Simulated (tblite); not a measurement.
Compound: C4H11FOSi.
SMILES with atom numbers: `[CH3:1][CH:2]([CH3:3])[O:4][Si@H:5]([CH3:6])[F:7]` (hydrogens: H8, H9, H10 on C1; H11 on C2; H12, H13, H14 on C3; H15 on Si5; H16, H17, H18 on C6)

Computed with GFN2-xTB (tblite), gas phase: Langevin dynamics at 600 K from the optimised GFN2-xTB geometry, time step 0.5 fs, friction 0.01 fs⁻¹, 2000 steps.

The start geometry, which sets the zero of energy:
```
atom  x, y, z in Å
C1     -1.944    0.674    1.206
C2     -1.099   -0.357    0.467
C3     -1.669   -0.671   -0.911
O4      0.209    0.163    0.346
Si5     1.630   -0.537    0.087
C6      2.862    0.883   -0.025
F7      1.609   -1.334   -1.325
H8     -2.956    0.302    1.346
H9     -1.507    0.886    2.178
H10    -1.980    1.597    0.633
H11    -1.053   -1.283    1.058
H12    -2.672   -1.079   -0.817
H13    -1.037   -1.394   -1.418
H14    -1.707    0.237   -1.508
H15     1.940   -1.602    1.032
H16     3.878    0.507    0.030
H17     2.760    1.418   -0.966
H18     2.726    1.597    0.780
```

Task: These frames come from the run, each turned onto the start geometry. Order them by potential energy, lowest first.
A.
```
atom  x, y, z in Å
C1     -1.898    0.678    1.169
C2     -1.282   -0.597    0.588
C3     -1.537   -0.654   -0.922
O4      0.148   -0.342    0.747
Si5     1.671   -0.631    0.282
C6      2.604    0.945   -0.150
F7      1.641   -1.412   -1.080
H8     -2.971    0.754    1.045
H9     -1.739    0.681    2.222
H10    -1.461    1.597    0.777
H11    -1.641   -1.356    1.217
H12    -2.568   -0.585   -1.216
H13    -1.105   -1.617   -1.357
H14    -0.912    0.103   -1.400
H15     2.563   -1.528    1.094
H16     2.060    1.558   -0.889
H17     2.888    1.581    0.715
H18     3.528    0.831   -0.648
```
B.
```
atom  x, y, z in Å
C1     -1.745    0.592    1.229
C2     -1.081   -0.469    0.407
C3     -1.733   -0.608   -0.926
O4      0.311   -0.125    0.441
Si5     1.728   -0.726    0.028
C6      2.765    1.009   -0.031
F7      1.593   -1.519   -1.447
H8     -2.761    0.313    1.344
H9     -1.291    0.931    2.120
H10    -1.827    1.481    0.585
H11    -1.184   -1.374    1.077
H12    -2.770   -0.961   -0.643
H13    -1.302   -1.313   -1.607
H14    -1.611    0.451   -1.358
H15     1.973   -1.807    0.962
H16     2.304    1.757    0.657
H17     3.771    0.831    0.334
H18     2.851    1.543   -0.979
```
C.
```
atom  x, y, z in Å
C1     -2.026    0.554    1.270
C2     -1.149   -0.305    0.406
C3     -1.813   -0.662   -0.986
O4      0.137    0.433    0.294
Si5     1.563   -0.405    0.111
C6      3.131    0.765   -0.118
F7      1.632   -1.193   -1.277
H8     -2.982    0.061    1.377
H9     -1.573    0.666    2.271
H10    -2.328    1.465    0.877
H11    -1.020   -1.291    0.886
H12    -2.796   -1.135   -0.904
H13    -1.035   -1.334   -1.334
H14    -1.945    0.188   -1.665
H15     1.636   -0.979    1.405
H16     4.103    0.246    0.030
H17     3.158    1.370   -1.042
H18     3.298    1.562    0.593
```
D.
```
atom  x, y, z in Å
C1     -1.991    0.695    1.231
C2     -1.087   -0.325    0.469
C3     -1.598   -0.556   -0.980
O4      0.280    0.137    0.402
Si5     1.632   -0.665    0.105
C6      2.850    0.820    0.030
F7      1.498   -1.564   -1.239
H8     -2.771    0.128    1.822
H9     -1.383    1.225    1.838
H10    -2.418    1.375    0.523
H11    -1.129   -1.267    1.014
H12    -2.619   -0.983   -0.981
H13    -0.912   -1.250   -1.468
H14    -1.660    0.359   -1.532
H15     2.192   -1.610    1.070
H16     3.819    0.526   -0.090
H17     2.571    1.413   -0.885
H18     2.718    1.549    0.865
```
E.
```
atom  x, y, z in Å
C1     -1.476    0.284    1.304
C2     -1.136   -0.431    0.029
C3     -1.981   -0.363   -1.217
O4      0.132    0.103   -0.289
Si5     1.471   -0.509    0.373
C6      2.814    0.924    0.004
F7      1.661   -1.979   -0.274
H8     -1.373   -0.257    2.284
H9     -0.794    1.105    1.415
H10    -2.635    0.570    1.241
H11    -0.801   -1.490    0.218
H12    -3.099   -0.341   -1.012
H13    -1.795   -1.095   -1.988
H14    -1.839    0.690   -1.562
H15     1.667   -0.745    1.826
H16     2.807    1.572    0.796
H17     3.695    0.335   -0.132
H18     2.672    1.633   -0.821
```

Result: D (0.561 eV), A (0.745 eV), B (0.974 eV), C (1.131 eV), E (1.426 eV).

In the order of the answer:

```
t (fs)  E above start (eV)  largest force (eV/Å)  rms force component (eV/Å)  rms distance from start (Å)  rms bond change (Å)  bond most changed (Å)
    25               0.561                  3.66                       0.979                        0.254                0.035           C1–H9 -0.077
   625               0.745                  3.45                       0.823                        0.905                0.030          C3–H13 +0.054
   750               0.974                  3.38                       0.853                        0.794                0.046          Si5–C6 +0.139
   150               1.131                  3.03                       0.811                        0.335                0.040          Si5–C6 +0.086
   925               1.426                  3.77                       1.166                        1.106                0.047          Si5–C6 +0.115
```

The cost below is that of the whole dynamics run. Time: 45 s wall; peak memory 0.18 GiB. Hardware: one thread of an Intel Xeon at 2.50 GHz, no GPU, shared host with 64 logical CPUs at a one-minute load of 61.
